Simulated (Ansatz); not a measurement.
The cluster Mg2Te. Total charge 0; singlet. Geometry B3LYP-D4/def2-TZVP.

Cartesian coordinates in Å:
```
Mg -0.277 -1.515 0.342
Mg 1.390 0.489 -0.563
Te -1.113 1.025 0.221
```

In the def2 sets Te takes a core potential; there is no spin–orbit coupling. The restricted singlet is unstable towards broken spin symmetry at other levels; at revPBE-D4/def2-TZVP, r2SCAN-D4/def2-TZVPD, PBE0-D4/def2-TZVPD this wasn't settled. At r2SCAN-D4/def2-TZVP, PBE0-D4/def2-TZVP the restricted singlet is unstable: a solution with broken spin symmetry lies lower. At PBE0-D4/def2-TZVP a triplet of charge 0 lies 0.18 eV below the restricted singlet, each at its own geometry. The structure comes from a short search, and lower isomers may exist.

Problem. Estimate the orbital energies around the gap (eV) in Ansatz with revPBE-D4/def2-TZVP, r2SCAN-D4/def2-TZVP, r2SCAN-D4/def2-TZVPD, PBE0-D4/def2-TZVP, PBE0-D4/def2-TZVPD.

Solution. 
| orbital | revPBE-D4/def2-TZVP | r2SCAN-D4/def2-TZVP | r2SCAN-D4/def2-TZVPD | PBE0-D4/def2-TZVP | PBE0-D4/def2-TZVPD |
| --- | --- | --- | --- | --- | --- |
| HOMO−5 | -39.31 | -40.22 | -40.22 | -42.44 | -42.45 |
| HOMO−4 | -14.02 | -14.58 | -14.58 | -15.73 | -15.74 |
| HOMO−3 | -6.95 | -7.22 | -7.22 | -7.99 | -7.99 |
| HOMO−2 | -6.00 | -6.25 | -6.24 | -6.85 | -6.85 |
| HOMO−1 | -4.98 | -5.24 | -5.24 | -5.88 | -5.88 |
| HOMO | -4.23 | -4.37 | -4.37 | -4.91 | -4.91 |
| LUMO | -3.50 | -3.51 | -3.51 | -3.06 | -3.06 |
| LUMO+1 | -2.21 | -2.15 | -2.15 | -1.66 | -1.68 |
| LUMO+2 | -1.76 | -1.70 | -1.71 | -1.24 | -1.28 |
| LUMO+3 | -0.75 | -0.53 | -0.57 | -0.20 | -0.34 |
| LUMO+4 | -0.12 | 0.19 | -0.03 | 0.43 | -0.07 |
| LUMO+5 | 0.21 | 0.55 | 0.43 | 0.83 | 0.37 |
